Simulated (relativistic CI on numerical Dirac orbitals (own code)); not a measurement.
**Magnetism of Ti³⁺, 3d, in a crystal field**

Calculated by Dirac-Coulomb-Breit CI, KLI orbitals optimised for each configuration, model QED, one configuration in a parametric crystal field, unscaled Slater integrals (own radial code).

Field parameters in Wybourne normalisation: D3d B²₀ = −7Dσ, B⁴₀ = −14Dq − 21Dτ, B⁴₃ = −14√(10/7) Dq; D4h B²₀ = −7Ds, B⁴₀ = 21(Dq − Dt), B⁴₄ = 21√(5/14) Dq; Oh B⁴₀ = 21Dq, B⁴₄ = √(5/14) B⁴₀; Td as Oh with Dq negative (B⁴₀ = 21Dq, B⁴₄ = √(5/14) B⁴₀). The field is a parameter set, without covalency.

S is read from ⟨S²⟩ = S(S + 1).

Powder χT (cm³ K mol⁻¹) by Van Vleck's formula, with temperature-independent terms:

```tsv
Field	2 K	5 K	10 K	20 K	50 K	100 K	200 K	300 K
D3d, 10Dq = 6950, Dσ = 550, Dτ = -160 cm⁻¹	0.138	0.142	0.149	0.161	0.199	0.262	0.385	0.475
D3d, 10Dq = 18000, Dσ = 1150, Dτ = 50 cm⁻¹	0.347	0.347	0.348	0.349	0.354	0.361	0.376	0.391
D3d, 10Dq = 26000, Dσ = 530, Dτ = 300 cm⁻¹	0.352	0.352	0.353	0.354	0.358	0.364	0.376	0.388
D3d, 10Dq = 30300, Dσ = 1100, Dτ = 120 cm⁻¹	0.353	0.353	0.354	0.355	0.359	0.364	0.376	0.388
D4h, 10Dq = 23650, Ds = 2970, Dt = 1120 cm⁻¹	0.00527	0.0125	0.0244	0.0484	0.125	0.245	0.369	0.424
D4h, 10Dq = 24400, Ds = -1180, Dt = -230 cm⁻¹	0.341	0.342	0.343	0.344	0.35	0.358	0.376	0.393
Oh, 10Dq = 12350 cm⁻¹	0.00532	0.0127	0.0251	0.0499	0.124	0.24	0.389	0.466
Td, 10Dq = -7650 cm⁻¹	0.349	0.35	0.35	0.352	0.356	0.363	0.376	0.39
```

(1) For Oh, 10Dq = 12350 cm⁻¹: what effective moment follows at 300 K?

## Answers

(1) μ_eff = √(8χT) = 1.93 μB. The ground level has S = 0.50; the spin-only moment for S = 1/2 is 1.73 μB. The difference comes from the orbital moment, spin-orbit mixing of terms and temperature-independent paramagnetism, all larger in this ionic model than in covalent complexes.
